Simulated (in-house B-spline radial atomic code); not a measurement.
Spin-orbit splittings of orbital energies (j = l + 1/2 less j = l - 1/2) and ratios of mean radii (lower j over upper j) along the 20-electron series, configuration [Ar] 3d2. Computed with a B-spline radial code for spherical atoms: Dirac-Hartree-Fock, average of the configuration, finite nuclei.

```
  ion   Z  splitting of 2p (eV)  radius ratio of 2p  splitting of 3d (eV)  radius ratio of 3d  splitting of 3p (eV)  radius ratio of 3p
Se14+  34                42.328             0.97869                1.3918             0.99598                7.8728             0.98705
Br15+  35                48.169             0.97741                1.6549             0.99572                9.1308             0.98634
Kr16+  36                     ?                   ?                     ?                   ?                     ?                   ?
Rb17+  37                 61.69             0.97472                2.2875             0.99517                12.096             0.98486
Sr18+  38                69.455             0.97332                2.6627             0.99488                13.826             0.98408
Zr20+  40                87.225             0.97038                3.5464             0.99427                17.842             0.98245
Nb21+  41                97.327             0.96885                4.0614             0.99395                20.154             0.98159
Mo22+  42                108.31             0.96727                4.6297             0.99362                22.688             0.98071
Tc23+  43                     ?                   ?                     ?                   ?                     ?                   ?
Ru24+  44                133.13             0.96399                5.9403             0.99293                 28.48             0.97887
Rh25+  45                147.08             0.96229                  6.69             0.99258                31.769             0.97791
Pd26+  46                162.14             0.96054                7.5079             0.99221                35.341             0.97692
Ag27+  47                178.37             0.95875                8.3979             0.99183                39.215             0.97591
Cd28+  48                195.84             0.95691                9.3642             0.99144                43.407             0.97487
In29+  49                214.61             0.95502                10.411             0.99105                47.937              0.9738
Sn30+  50                234.76             0.95309                11.543             0.99064                52.824              0.9727
Sb31+  51                     ?                   ?                     ?                   ?                     ?                   ?
Te32+  52                279.49             0.94909                14.079              0.9898                63.751             0.97043
```

(1) Fill in the row of Kr16+.

(2) Fill in the row of Tc23+.

(3) Fill in the row of Sb31+.

(4) With what power of Z does the column «splitting of 3p (eV)» change over this range?

## Answers

(1) splitting of 2p (eV): 54.609; radius ratio of 2p: 0.97609; splitting of 3d (eV): 1.9525; radius ratio of 3d: 0.99545; splitting of 3p (eV): 10.535; radius ratio of 3p: 0.98562.

(2) splitting of 2p (eV): 120.22; radius ratio of 2p: 0.96566; splitting of 3d (eV): 5.2547; radius ratio of 3d: 0.99328; splitting of 3p (eV): 25.459; radius ratio of 3p: 0.9798.

(3) splitting of 2p (eV): 256.36; radius ratio of 2p: 0.95111; splitting of 3d (eV): 12.764; radius ratio of 3d: 0.99023; splitting of 3p (eV): 58.088; radius ratio of 3p: 0.97158.

(4) A fit of the logarithm of its size against log Z from Z = 34 to 52 has slope 4.91. An unscreened hydrogenic electron would give 4 at low Z; screening makes the apparent power larger near the neutral end, and relativity raises it again at high Z.
